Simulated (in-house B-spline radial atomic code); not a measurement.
One electron outside the [Kr] 4d10 core: I6+

Computed with a B-spline radial code for spherical atoms, no-pair Dirac-Coulomb Hamiltonian, finite nucleus. Rungs: frozen-core Dirac-Hartree-Fock (DHF); Brueckner orbitals from the second-order correlation potential; the same with the Coulomb interaction screened by the core and the hole-particle interaction summed; Breit and QED terms from differences of relaxed Dirac-Fock atoms, where computed. Partial waves beyond l = 6 are extrapolated. The tables show a selection of states; those near core-excited levels, with erratic corrections or far from their DHF start are never shown.

Command:
```bash
python run_mb.py task.json out
```
Settings (nuclear radius in fm, box in bohr, cutoff in hartree):
```
basis_form          2
Z                   53
core_configuration  [Kr] 4d10
rms_radius          4.75
mass_number         127
speed_of_light      137.036
box_radius          34.457
lmax                6
intervals           66
virtual_cutoff      5618.0
```

Cost of the run: 2.1 min on 1 thread of AMD EPYC 9R45 96-Core Processor, on a shared host.

Removal energies (eV):

```tsv
state	DHF	second order	screened	Breit + QED	final
5s1/2	85.8297	88.178	87.7168	-0.0763	87.6405
5p1/2	73.1009	75.0405	74.6872	-0.0545	74.6327
5p3/2	71.3156	73.1326	72.805	-0.0328	72.7722
4f5/2	52.0019	54.2353	53.9247	-	-
4f7/2	51.9988	?	?	?	?
5d3/2	52.7469	53.8437	53.6756	-0.00764	53.6679
5d5/2	52.4754	53.5538	53.3868	-0.00108	53.3857
6s1/2	45.4414	?	?	?	?
```

(1) What does correlation do to 4f7/2?

(2) What does correlation do to 6s1/2?

(3) How does the lowest state compare with the NIST ionisation energy?

Electric-dipole lines from 5s1/2 (reduced matrix elements in atomic units, length form, static core polarisation, sign of DHF taken positive):

```csv
upper,DHF,+ core polarisation,+ Brueckner,λ (nm),A (s⁻¹)
5p1/2,1.46,1.251,1.229,95.316,1.77e+09
5p3/2,2.07,1.78,1.749,83.388,2.67e+09
```

Magnetic hyperfine constants per unit nuclear g factor (MHz, nucleus as a uniformly magnetised ball; they apply to isotopes with nuclear spin):

```tsv
state	DHF	+ core polarisation	+ Brueckner
5s1/2	38660	42260	44360
5p1/2	9610	10430	11090
5p3/2	1451	1709	1820
6s1/2	14060	15270	15580
```

(4) What is the static scalar polarisability of 5s1/2?

Answers

(1) It adds 2.198 eV to the removal energy in second order and 1.894 eV with screening, giving 53.8925 eV before Breit and QED terms, which weren't computed for this state.

(2) It adds 0.7837 eV to the removal energy in second order and 0.6246 eV with screening; Breit and QED add -0.0278 eV, for a final 46.0383 eV.

(3) 5s1/2 is bound by 87.6 eV, without recoil; NIST lists 87.61 ± 0.06 eV (semi-empirical), a difference of +0.03 eV.

(4) 3.964 bohr³: 1.028 from the core and 2.935 from the valence electron, Pauli blocking included.
